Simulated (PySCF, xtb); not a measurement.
H6Si3, SMILES [SiH3][Si][SiH3] (connectivity only; charge and spin as stated), neutral, multiplicity 1.

GFN2-xTB (xtb) at its own geometry gives an orbital gap of 1.55 eV and a dipole moment of 0.36 D.

Geometry optimised at B3LYP-D3(BJ)/def2-SVP.

Q: What does HF/def2-TZVPD (PySCF) give? (An estimate is asked for; the answer gives what the named calculation found.)

A: gap 8.41 eV (levels -8.68 and -0.27 eV), dipole 0.01 D.
